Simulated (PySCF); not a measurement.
Compound: C3H7BBrF3O.
InChI=1S/C3H7BBrF3O/c1-9(4-5)2-3(6,7)8/h2,4H2,1H3

Torsions of this conformer, `[CH3:1][O+:2]([BH2-:3][Br:4])[CH2:5][C:6]([F:7])([F:8])[F:9]`: C1–O2–B3–Br4 -72°, C1–O2–C5–C6 -94°, O2–C5–C6–F7 179°.

The closed-shell ground state was solved at several levels (PySCF, density fitting, gas phase). The structure is a single PBE0-D3(BJ)/def2-SVP conformer in the gas phase; no vibrational or solvent corrections. Relativistic effects, spin–orbit coupling among them, are left out although an element past zinc is present.

```csv
level,basis functions,HOMO (eV),LUMO (eV),gap (eV),dipole (D)
PBE0/pcSseg-1,212,-7.21,0.53,7.74,4.27
B3LYP/pcSseg-1,212,-6.91,0.34,7.25,4.24
B3LYP/pcJ-1 (pcSseg-1 on Br),327,-6.92,0.35,7.27,4.23
```

(1) What might CAM-B3LYP/def2-SVPD (269 basis functions) give for the same quantities?

(2) Over all these levels, which gives the widest orbital gap and which the narrowest?

(3) How far do the dipole and the HOMO energy spread over the levels?

Results:

(1) HOMO -8.64 eV, LUMO 0.77 eV, gap 9.41 eV, dipole 4.10 D.

(2) CAM-B3LYP/def2-SVPD (range-separated hybrid) has the widest, 9.41 eV, and B3LYP/pcSseg-1 (global hybrid, 20 % exact exchange) the narrowest, 7.25 eV. Functional and basis both differ between the two, so the spread mixes both effects.

(3) The dipole runs from 4.10 to 4.27 D (mean 4.21 D) and the HOMO from -8.64 to -6.91 eV.
